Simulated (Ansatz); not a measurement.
System: CH2BCl2, net charge 0, doublet state. It need not be the lowest isomer of its formula. 
Geometry from a B3LYP-D3(BJ)/def2-TZVP (Ansatz, a program for electronic structure) optimisation:
```
B
C 1 1.5136
H 2 1.0833 1 122.06
H 2 1.0833 3 115.89 1 180.00
Cl 1 1.7625 2 120.62 3 0.00
Cl 1 1.7625 2 120.62 3 180.00
```
Charge 0, spin multiplicity 2.

Quantity: atomisation energy (electronic, to ground-state atoms), in kcal/mol. Cores are frozen in the correlated levels unless marked. UHF or UKS for open shells. Spin-orbit coupling is left out. Non-relativistic. The coupled-cluster limit lacks core correlation, which all-electron functionals hold. CBS(X,Y): correlation extrapolated as X^-3; Hartree-Fock from the larger set.

| level | program | atomisation energy (kcal/mol) |
|---|---|---|
| SVWN5/def2-TZVPD | Ansatz | 596.5 |
| r2SCAN-D3(BJ)/def2-TZVPD | Ansatz + dftd3 | 530.9 |
| PBE0/def2-TZVPD | Ansatz | 526.6 |
| r2SCANh/def2-TZVPD | Ansatz | 526.8 |
| LC-wPBE/def2-TZVPD | Ansatz | 520.6 |
| B2GP-PLYP-D4/def2-TZVPD | Ansatz + dftd4 | ___ |
| CCSD(T)/CBS(aug-cc-pV(T+d)Z,aug-cc-pV(Q+d)Z) | Ansatz | ___ |

Task: Fill in the missing entries.

Result: 
- B2GP-PLYP-D4/def2-TZVPD, atomisation energy (kcal/mol): 515.0
- CCSD(T)/CBS(aug-cc-pV(T+d)Z,aug-cc-pV(Q+d)Z), atomisation energy (kcal/mol): 517.1
